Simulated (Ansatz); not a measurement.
Reaction (formal exchange of groups at a B–C bond): `B[C](=C)[SnH3]` + `[CH3][SbH][CH3]` → `[BH2][Sb]([CH3])[CH3]` + `C=[CH][SnH3]`

Isolated molecules relaxed with PBE0-D4/def2-TZVP in Ansatz; ΔE leaves out vibrations. CCSD(T)/CBS is the MP2 limit (def2-TZVPP, def2-QZVPP) plus CCSD(T) − MP2 in def2-TZVPP, frozen cores. Functionals use def2-TZVPP. B3LYP here is the variant with VWN-RPA as its local correlation; programs differ in this. def2 core potentials past Kr. For Sb, Sn outer-core shells are correlated without core-valence functions, which leaves a few kJ/mol of doubt a bond.

```json
{"level": "PBE-D4", "ΔE (kJ/mol)": "20.2", "difference from CCSD(T)/CBS": "0.6"}
{"level": "r2SCAN-D4", "ΔE (kJ/mol)": "22.7", "difference from CCSD(T)/CBS": "3.1"}
{"level": "PBE0-D4", "ΔE (kJ/mol)": "21.5", "difference from CCSD(T)/CBS": "1.9"}
{"level": "B3LYP-D4", "ΔE (kJ/mol)": "26.6", "difference from CCSD(T)/CBS": "7.0"}
{"level": "ωB97X-V", "ΔE (kJ/mol)": "24.4", "difference from CCSD(T)/CBS": "4.8"}
{"level": "ωB97M-V", "ΔE (kJ/mol)": "26.0", "difference from CCSD(T)/CBS": "6.4"}
{"level": "B2PLYP", "ΔE (kJ/mol)": "24.5", "difference from CCSD(T)/CBS": "4.9"}
{"level": "r2SCAN", "ΔE (kJ/mol)": "22.6", "difference from CCSD(T)/CBS": "3.0"}
{"level": "B3LYP", "ΔE (kJ/mol)": "25.6", "difference from CCSD(T)/CBS": "6.0"}
{"level": "MP2/def2-TZVPP", "ΔE (kJ/mol)": "22.2", "difference from CCSD(T)/CBS": "2.6"}
{"level": "SCS-MP2/def2-TZVPP", "ΔE (kJ/mol)": "24.2", "difference from CCSD(T)/CBS": "4.6"}
{"level": "HF/def2-QZVPP", "ΔE (kJ/mol)": "29.0", "difference from CCSD(T)/CBS": "9.4"}
{"level": "MP2/def2-QZVPP", "ΔE (kJ/mol)": "21.5", "difference from CCSD(T)/CBS": "1.9"}
{"level": "HF/CBS(def2)", "ΔE (kJ/mol)": "29.0", "difference from CCSD(T)/CBS": "9.4"}
{"level": "MP2/CBS(def2)", "ΔE (kJ/mol)": "20.7", "difference from CCSD(T)/CBS": "1.1"}
{"level": "CCSD/CBS(def2)", "ΔE (kJ/mol)": "20.0", "difference from CCSD(T)/CBS": "0.4"}
{"level": "CCSD(T)/CBS", "ΔE (kJ/mol)": "19.6", "difference from CCSD(T)/CBS": "0"}
```

Largest T1 diagnostic among the species: 0.014.

In def2-TZVPP, CCSD(T) changes the Hartree–Fock value by −7.5 kJ/mol (the triples alone add −0.4 kJ/mol) and MP2 by −6.4 kJ/mol.
